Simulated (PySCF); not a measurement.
In(All)(OMe)2, C5H11InO2, SMILES C=C[CH2][In]([O]C)[O]C, singlet at its GFN2-xTB optimised geometry (Å):

```
19

In    -0.5932     0.0880     0.0000
C     -1.9270    -1.8337     0.2064
C     -1.0821    -2.9884     0.4400
C     -0.7744    -3.4533     1.6506
H     -2.4742    -1.8510    -0.7311
H     -2.5642    -1.5694     1.0458
H     -0.6876    -3.4854    -0.4388
H     -1.1480    -2.9787     2.5452
H     -0.1579    -4.3250     1.7846
O      1.4346     0.0880     0.0000
C      2.2363    -1.0536     0.0831
H      1.9658    -1.8159    -0.6580
H      3.2660    -0.7379    -0.1179
H      2.2024    -1.5099     1.0793
O     -1.2468     2.0157     0.0000
C     -2.5703     2.4443    -0.1223
H     -3.2660     1.8645     0.4989
H     -2.6054     3.4854     0.2174
H     -2.9181     2.4086    -1.1618
```

Method: CAM-B3LYP/def2-SVP, def2 effective core potentials past Kr (PySCF). The core electrons that the potentials of In replace are not part of the density. Cells within 0.4 Å of a nucleus heavier than hydrogen are left out (blank, or x).

Map of the electron localisation function on the plane z = 0.0 Å:

```
|0000000000000000000000000000000|
|0000000000000000000000000000000|
|0000004787300000000000000000000|
|0000049999810000000000000000000|
|0000069999800000000000000000000|
|0000059999700000000000000000000|
|0000028999401320000000000000000|
|0000014787326763000000000000000|
|00001351x1678874000000000000000|
|00015885x48xx873000000000000000|
|00048999657xx761000000000000000|
|0004899842688620001343000000000|
|0002788400352111014775200000000|
|0000232000112552147887200000000|
|0000000001227xx6167x87101672000|
|0000000002237xx617xx65149997000|
|0000000013325774177786699999200|
|000000001463133213466x599999300|
|000000013578522210141xx99999200|
|0000001464277421001572368986000|
|000000267xx46300002787422220000|
|0000002574287421001676300000000|
|0000001355886553000243100000000|
|0000000113653785100011000000000|
|0000000002468997200000000000000|
|0000000002469997100000000000000|
|0000000002357873000000000000000|
|0000000001112320000000000000000|
|0000000000000000000000000000000|
|0000000000000000000000000000000|
|0000000000000000000000000000000|
```
Scale: ten equal steps from 0.000 (start of '0') to 1.000 (end of '9'), in the order '0123456789'; x runs from -5.50 to 5.50, y from -5.50 (bottom) to 5.50 (top).
